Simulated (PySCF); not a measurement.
Si(H)2(F)(Br), H₂BrFSi, SMILES [SiH2](F)Br at its PBE0/def2-SVP optimised geometry (Å):

```
5

Si    -0.4454    -0.4249     0.0000
F     -0.9529     1.1106     0.0000
Br    -1.1555    -1.4212     1.8370
H     -1.0370    -1.1106    -1.1736
H      1.0370    -0.4249     0.0000
```

Computed with PBE0/def2-TZVP run with PySCF 2.14.0.

Map of the log10 of the electron density (e/bohr³), floored at −4 on the plane z = 0.8 Å:

```
|000000000000000000000000000|
|000000000000000000000000000|
|000000000000000000000000000|
|000000012222100000000000000|
|000001233443321000000000000|
|000012345555432100000000000|
|000023456776543210000000000|
|000124567887654310000000000|
|000134678998765321100000000|
|000135679999865433211000000|
|000234678998765544332100000|
|001234678888776655443200000|
|001234567888777766554210000|
|012345677888887777654320000|
|012345678899888887764320000|
|023456788999988887764321000|
|123467889999988877654320000|
|124567899999987776554210000|
|124567899999887665543210000|
|124567899999876554332100000|
|123567889998776543221000000|
|123456788887765432110000000|
|012345677776654321000000000|
|012344566666543321000000000|
|001233455554432210000000000|
|000122334443321100000000000|
|000011222222210000000000000|
```
Scale: ten equal steps from -4.00 (start of '0') to -0.967 (end of '9'), in the order '0123456789'; x runs from -3.50 to 3.50, y from -3.50 (bottom) to 3.50 (top).
